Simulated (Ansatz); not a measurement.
Two isomers of BFGaH6NSi: A = `N[SiH]([GaH2])BF`, B = `[NH2][Ga]([SiH3])[BH]F`.

Calculated with Ansatz (gas phase, PBE0-D4/def2-TZVP geometries, no zero-point term in ΔE). CBS: MP2 limit from def2 TZ/QZ plus the TZ coupled-cluster correction, frozen cores. Functionals use def2-TZVPP. B3LYP here is the variant with VWN-RPA as its local correlation; programs differ in this. For Ga outer-core shells are correlated without core-valence functions, which leaves a few kJ/mol of doubt a bond. Scalar relativity is left out up to krypton. One conformer a species, not always the lowest.

A:

```xyz
11

N     0.771    0.428   -1.605
Si   -0.035   -0.408   -0.328
Ga    1.166   -0.125    1.747
B    -1.933    0.218   -0.054
F    -2.417    1.285   -0.673
H     1.773    0.393   -1.688
H     0.335    0.526   -2.507
H    -0.148   -1.903   -0.482
H     2.634    0.450    1.749
H     0.531   -0.528    3.129
H    -2.679   -0.337    0.712
```

B:

Z-matrix (Å, degrees):
```
Si
Ga 1 2.414
H 1 1.491 2 111.2
H 1 1.491 2 111.2 3 -119.0
H 1 1.491 2 112.2 3 120.5
B 2 2.115 1 128.2 3 61.7
N 2 1.822 1 113.3 3 -120.4
F 6 1.325 2 120.1 1 -86.2
H 6 1.207 2 124.9 1 91.6
H 7 1.006 2 125.0 1 179.4
H 7 1.006 2 123.3 1 1.5
```

Q: Which is lower in electronic energy at CCSD(T)/CBS, and by how much? (An estimate is asked.)

A: Ansatz gave: B, by 25.4 kJ/mol.

Q: Give E(B) − E(A) in kJ/mol with CCSD/def2-TZVPP, PBE-D4, B3LYP, ωB97M-V, CCSD(T)/def2-SVP, B3LYP-D4, PBE0-D4. (An estimate is asked.)

A: Computed: CCSD/def2-TZVPP -22.5, PBE-D4 -16.3, B3LYP -19.2, ωB97M-V -15.2, CCSD(T)/def2-SVP -34.8, B3LYP-D4 -15.9, PBE0-D4 -13.0. None reverses the order clearly.

Q: Does the order hold for the free energy at 298.15 K (harmonic terms from PBE0-D4)? (Best estimate.)

A: The calculation gave: Yes: G(B) − G(A) = -24.1 kJ/mol, for one conformer each. Modes under 60 cm⁻¹, often nearly free rotors, make the harmonic entropy too high.

Largest T1 diagnostic: 0.015.

In def2-TZVPP, CCSD(T) changes the Hartree–Fock value by −13.0 kJ/mol (the triples alone add −1.9 kJ/mol) and MP2 by −13.7 kJ/mol. Leaving LDA and LC-ωPBE aside and taking each functional with its dispersion term where it has one, the values, not all of them listed here, spread over 23.0 kJ/mol, from B2PLYP to B97M-V. LDA lies +3.8 kJ/mol from PBE without D4.
